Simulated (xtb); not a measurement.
In(Cl)(OH)(NH2) (ClH3InNO), SMILES [NH2][In]([OH])[Cl]. All values are semi-empirical tight-binding results from xtb (GFN2-xTB unless named), good for trends rather than for accurate numbers. Geometry: GFN2-xTB. One conformer was computed; it need not be the lowest.

Optimised geometry:

Bond lengths (Å): In1–Cl2 2.296, In1–O3 1.950, In1–N5 2.048, O3–H4 0.957, N5–H6 1.017, N5–H7 1.017. Angles (°): Cl2–In1–O3 114.6, Cl2–In1–N5 128.8, O3–In1–N5 116.2, In1–O3–H4 113.5, In1–N5–H6 106.8, In1–N5–H7 111.3, H6–N5–H7 107.5.

For metal compounds this method's bond lengths and energies can be far off.

Q: Estimate the properties. (The exact figures need the calculation; the answer reports its results.)

A: 
```
Quantity                                       Value
-------------------------------------  -------------
orbital gap                                  2.97 eV
zero-point energy                      22.5 kcal/mol
G − E(el) at 298.15 K (modified RRHO)   1.8 kcal/mol
```

Computed atomic charges and the Wiberg bond orders between heavy atoms:
charges (e) In1 0.28, Cl2 -0.14, O3 -0.49, H4 0.32, N5 -0.35, H6 0.20, H7 0.19. Bond orders In1–Cl2 1.03, In1–O3 1.01, In1–N5 0.99.
